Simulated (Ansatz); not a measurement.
BeCl2(H2O)2 (BeCl2O2H4). Charge 0, multiplicity 3. Geometry B3LYP-D4/def2-SVP, that of the neutral singlet; atoms count from 1.

```xyz
9

Be   -0.151   -0.162    0.343
Cl   -1.160    1.066    1.492
Cl    0.229   -2.065    0.622
O     1.414    0.587    0.146
H     2.087   -0.071    0.392
H     1.470    1.323    0.779
O    -0.945   -0.083   -1.210
H    -1.781    0.399   -1.089
H    -1.162   -0.994   -1.475
```

At PBE0-D4/def2-TZVP a singlet of charge 0 lies 6.48 eV below the triplet at the same geometry.

(1) Estimate the Mulliken populations from the PBE0/def2-TZVP orbitals of Ansatz.

(2) Where does the spin sit?

(3) And the Mayer bond orders between bonded heavy atoms (over 0.3)?

Answers

(1) 
```
atom  charge (e)  spin (α − β)
 Be1       -0.32          0.47
 Cl2        0.00          0.53
 Cl3        0.00          0.53
  O4       -0.35         -0.05
  H5        0.25          0.14
  H6        0.25          0.14
  O7       -0.35         -0.05
  H8        0.25          0.14
  H9        0.25          0.14
```
Mulliken values and Mayer orders depend strongly on the basis.

(2) Summed by element: Be 0.47, Cl 1.06, O -0.10, H 0.57, of 2 unpaired in all. Largest on single atoms: Cl2 0.53, Cl3 0.53, Be1 0.47.

(3) Be1–Cl2 0.85 (1.96 Å); Be1–Cl3 0.85 (1.96 Å); Be1–O4 0.61 (1.75 Å); Be1–O7 0.61 (1.75 Å). Values over 0.3 also appear between atoms too far apart for a bond (Cl2–Cl3 0.43 at 3.53 Å); they arise where an orbital or an unpaired electron spreads over both atoms.
